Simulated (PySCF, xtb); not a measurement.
Ge(F)(NH2) (FGeH2N), SMILES [NH2][Ge][F] (connectivity only; charge and spin as stated), neutral, multiplicity 1. Other conformers were not sampled.

Harmonic wavenumbers (cm⁻¹) from GFN2-xTB (xtb) at its own minimum, in rising order: 216, 377, 416, 427, 558, 635, 1454, 3433, 3479.

Question: What does PySCF with PBE0-D3(BJ)/def2-TZVP give at its own minimum? (An estimate is asked for; the answer gives what the named calculation found.)

Answer: 248, 424, 503, 639, 695, 725, 1543, 3575, 3699. Paired by order, the mean absolute difference is 117 cm⁻¹ and the zero-point energies are 15.7 and 17.2 kcal/mol.
